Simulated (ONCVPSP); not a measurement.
# Reading a pseudo-wave (Co (Z = 27))

Columns: radius, all-electron u(r) and pseudo u(r) of the 3p shell (level -66.67 eV) of cobalt in the configuration [Ne] 3s2 3p6 3d7 4s1.5 4p0.5; PW91, scalar-relativistic, ONCV scheme, ONCVPSP 4.0.1.

| r (bohr) | all-electron | pseudo |
| --- | --- | --- |
| 0.088 | -0.5208 | 0.0573 |
| 0.175 | -0.5582 | 0.2133 |
| 0.262 | -0.1309 | 0.4344 |
| 0.350 | 0.3847 | 0.6783 |
| 0.438 | 0.7940 | 0.8977 |
| 0.525 | 1.0488 | 1.0583 |
| 0.612 | 1.1702 | 1.1484 |
| 0.700 | 1.1914 | 1.1689 |
| 0.788 | 1.1460 | 1.1318 |
| 0.875 | 1.0631 | 1.0562 |
| 0.962 | 0.9616 | 0.9589 |
| 1.050 | 0.8530 | 0.8521 |
| 1.138 | 0.7464 | 0.7461 |
| 1.225 | 0.6475 | 0.6474 |
| 1.312 | 0.5573 | 0.5572 |
| 1.400 | 0.4760 | 0.4759 |
| 1.487 | 0.4052 | 0.4051 |
| 1.575 | 0.3429 | 0.3428 |
| 1.662 | 0.2898 | 0.2898 |
| 1.750 | 0.2438 | 0.2437 |
| 1.838 | 0.2046 | 0.2046 |
| 1.925 | 0.1718 | 0.1718 |
| 2.012 | 0.1440 | 0.1440 |
| 2.100 | 0.1203 | 0.1203 |
| 2.188 | 0.1004 | 0.1003 |
| 2.275 | 0.0838 | 0.0838 |

Problem. How many radial nodes do the two functions have?

Solution. The all-electron 3p function has n − l − 1 = 1; the pseudo-wave has 0, since the states of the same l below it are removed with the core.

Problem. At about which radius was the pseudo-wave matched?

Solution. 1.30 bohr. The columns agree to 0.0005 from 1.14 bohr on; several derivatives are matched, so the curves merge somewhat inside the radius.

Problem. Where does each function peak?

Solution. Outermost all-electron maximum near 0.70 bohr, pseudo maximum near 0.70 bohr (to the table’s step).

Problem. Is the pseudo-wave norm-conserving?

Solution. Yes: the ONCV scheme keeps the norm inside the radius equal to the all-electron one, which fixes the energy derivative of the logarithmic derivative at the level.
